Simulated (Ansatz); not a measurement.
Born–Oppenheimer molecular dynamics of CH₅BOS (9 atoms, charge 0, multiplicity 1). It starts from a relaxed structure.

Theory: Ansatz, RKS PBE0/6-31G.

* ensemble: NVT, Langevin thermostat
* time step: 0.25 fs
* steps asked: 336
* set temperature: 100 K
* friction: 0.01 /fs
* seed: 749043

Frames 0.25 fs apart, positions in Å.

Velocities at 37.5 fs (Å/ps):

```
B -0.88 1.24 -1.83
S 0.16 -0.56 -0.56
C -0.03 -1.93 0.19
O 1.66 1.49 0.98
H -5.26 -1.31 5.28
H 13.11 3.99 4.38
H -10.52 14.88 0.04
H 0.25 3.05 0.24
H 5.88 7.58 -6.38
```

```xyz
9
Properties=species:S:1:pos:R:3 time_fs=37.5 energy_less_start_eV=0.043 T=43
B -1.347 0.964 0.757
S -0.279 1.033 -0.715
C 0.542 -0.700 -0.618
O 1.970 -0.673 -0.724
H -1.272 0.016 1.460
H -2.072 1.899 0.966
H 0.228 -1.241 -1.516
H 0.164 -1.155 0.313
H 2.376 -0.177 0.006
9
Properties=species:S:1:pos:R:3 time_fs=37.8 energy_less_start_eV=0.042 T=43
B -1.347 0.964 0.756
S -0.279 1.033 -0.715
C 0.542 -0.701 -0.618
O 1.970 -0.673 -0.724
H -1.274 0.015 1.462
H -2.069 1.900 0.967
H 0.226 -1.237 -1.516
H 0.164 -1.154 0.312
H 2.377 -0.175 0.005
9
Properties=species:S:1:pos:R:3 time_fs=38.0 energy_less_start_eV=0.041 T=45
B -1.348 0.964 0.756
S -0.279 1.033 -0.715
C 0.542 -0.702 -0.618
O 1.970 -0.672 -0.724
H -1.275 0.015 1.463
H -2.066 1.901 0.968
H 0.223 -1.234 -1.516
H 0.165 -1.153 0.312
H 2.379 -0.173 0.004
9
Properties=species:S:1:pos:R:3 time_fs=38.2 energy_less_start_eV=0.039 T=48
B -1.348 0.965 0.755
S -0.279 1.033 -0.715
C 0.542 -0.702 -0.618
O 1.970 -0.672 -0.724
H -1.276 0.015 1.465
H -2.062 1.901 0.969
H 0.220 -1.230 -1.516
H 0.165 -1.153 0.312
H 2.380 -0.171 0.003
9
Properties=species:S:1:pos:R:3 time_fs=38.5 energy_less_start_eV=0.039 T=53
B -1.348 0.965 0.755
S -0.279 1.033 -0.715
C 0.542 -0.703 -0.618
O 1.971 -0.672 -0.724
H -1.276 0.014 1.466
H -2.058 1.901 0.970
H 0.217 -1.226 -1.516
H 0.166 -1.153 0.311
H 2.382 -0.169 0.003
9
Properties=species:S:1:pos:R:3 time_fs=38.8 energy_less_start_eV=0.038 T=53
B -1.349 0.966 0.754
S -0.279 1.033 -0.715
C 0.542 -0.703 -0.618
O 1.971 -0.671 -0.723
H -1.277 0.013 1.468
H -2.054 1.901 0.972
H 0.214 -1.222 -1.517
H 0.167 -1.153 0.310
H 2.384 -0.166 0.002
9
Properties=species:S:1:pos:R:3 time_fs=39.0 energy_less_start_eV=0.039 T=55
B -1.349 0.967 0.753
S -0.279 1.032 -0.715
C 0.542 -0.704 -0.618
O 1.971 -0.671 -0.723
H -1.277 0.013 1.469
H -2.050 1.900 0.973
H 0.210 -1.218 -1.517
H 0.167 -1.152 0.308
H 2.385 -0.164 0.002
9
Properties=species:S:1:pos:R:3 time_fs=39.2 energy_less_start_eV=0.040 T=54
B -1.349 0.967 0.752
S -0.279 1.032 -0.715
C 0.542 -0.704 -0.619
O 1.971 -0.670 -0.723
H -1.278 0.012 1.470
H -2.046 1.900 0.974
H 0.207 -1.215 -1.516
H 0.168 -1.152 0.307
H 2.386 -0.162 0.002
9
Properties=species:S:1:pos:R:3 time_fs=39.5 energy_less_start_eV=0.041 T=57
B -1.350 0.968 0.752
S -0.278 1.032 -0.715
C 0.543 -0.705 -0.619
O 1.971 -0.670 -0.723
H -1.278 0.011 1.472
H -2.041 1.900 0.976
H 0.203 -1.212 -1.516
H 0.169 -1.151 0.305
H 2.387 -0.159 0.001
9
Properties=species:S:1:pos:R:3 time_fs=39.8 energy_less_start_eV=0.043 T=58
B -1.350 0.969 0.751
S -0.278 1.032 -0.715
C 0.543 -0.705 -0.619
O 1.971 -0.669 -0.723
H -1.279 0.011 1.473
H -2.037 1.899 0.977
H 0.200 -1.209 -1.516
H 0.170 -1.151 0.303
H 2.388 -0.157 0.000
9
Properties=species:S:1:pos:R:3 time_fs=40.0 energy_less_start_eV=0.046 T=55
B -1.351 0.969 0.750
S -0.278 1.032 -0.715
C 0.543 -0.706 -0.619
O 1.971 -0.669 -0.723
H -1.279 0.010 1.474
H -2.033 1.899 0.978
H 0.197 -1.205 -1.515
H 0.171 -1.151 0.302
H 2.389 -0.155 -0.001
9
Properties=species:S:1:pos:R:3 time_fs=40.2 energy_less_start_eV=0.049 T=55
B -1.351 0.970 0.749
S -0.278 1.032 -0.716
C 0.543 -0.706 -0.619
O 1.971 -0.669 -0.723
H -1.280 0.009 1.476
H -2.029 1.899 0.980
H 0.194 -1.202 -1.514
H 0.172 -1.150 0.300
H 2.390 -0.152 -0.002
```

Of the whole run (84 fs, mean temperature of the second half 89 K): The mean temperature of the second half is 11 % below the set value. A run of 0.084 ps of so small a system gives no equilibrium averages. Limits of this set-up: no polarisation functions.

Time of the run: 12 min on 1 thread of Arm Neoverse V1, with other jobs on the host, peak memory 0.11 GiB.
